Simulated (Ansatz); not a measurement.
Sr5O6, relaxed as a quintet with UKS PBE-D4/def2-SVP in Ansatz, starting from the PBE-D4/def2-SVP geometry of the neutral singlet. Force threshold 0.03 eV/Å.

In the def2 sets Sr takes a core potential; there is no spin–orbit coupling. The structure holds one bond between oxygen atoms, so isomers without such links may lie far lower. The gap within one spin of the charge 0 quintet nearly closes, so an electron or hole may be smeared out by delocalisation error. The relaxation made no stability test and no search for a lower SCF solution. At PBE-D4/def2-SVP a singlet of charge 0 lies 3.92 eV below the quintet, each at its own geometry. The structure comes from a short search, and lower isomers may exist.

Start:

| atom | x (Å) | y (Å) | z (Å) |
| --- | --- | --- | --- |
| Sr1 | 0.4269 | 0.5857 | -1.6705 |
| Sr2 | -0.1240 | -2.3119 | 0.2560 |
| Sr3 | 2.3384 | -0.1272 | 1.2653 |
| Sr4 | -2.9658 | -0.1568 | -1.9999 |
| Sr5 | -0.8843 | 0.7161 | 1.8007 |
| O6 | 0.8796 | 1.6502 | 0.4269 |
| O7 | -1.5571 | -0.4488 | -0.2242 |
| O8 | -1.3396 | 0.5096 | -3.1647 |
| O9 | 1.1837 | 1.9352 | 1.8690 |
| O10 | 0.4246 | -1.1400 | 2.1300 |
| O11 | 1.6176 | -1.2121 | -0.6886 |

| step | energy (eV) | largest force component (eV/Å) | SCF passes |
| --- | --- | --- | --- |
| 1 | -16446.0180 | 1.908 | 96 |
| 2 | -16446.6467 | 1.918 | 83 |
| 3 | -16446.8345 | 2.100 | 71 |
| 4 | -16446.9975 | 1.324 | 51 |
| 5 | -16447.0665 | 0.448 | 44 |
| 6 (rejected) | -16446.9944 | 0.347 | 50 |
| 7 | -16447.0795 | 0.076 | 43 |
| 8 | -16447.0797 | 0.102 | 43 |
| 9 | -16447.0840 | 0.034 | 36 |
| 10 | -16447.0842 | 0.012 | 39 |

Force components are those of the run's own axes.

End:

```xyz
11

Sr    0.5001    0.7513   -1.6991
Sr   -0.1919   -2.2255    0.1007
Sr    2.4630   -0.4042    1.4058
Sr   -3.1788   -0.4161   -1.8630
Sr   -1.0404    0.7593    1.7904
O     1.0113    1.7793    0.5011
O    -1.4214   -0.1971   -0.3799
O    -1.3318    0.2207   -3.0479
O     1.2466    1.8107    1.8409
O     0.3172   -1.0776    2.0305
O     1.6260   -1.0009   -0.6797
```

By distances, no bond broke or formed. The bond that changes most is Sr3–O6, from 2.45 to 2.77 Å (atoms count from 1).

No frequencies were taken in this run, so the end may be a saddle point.

Run time 1.8 min (4 threads of Arm Neoverse V1 on a shared host).
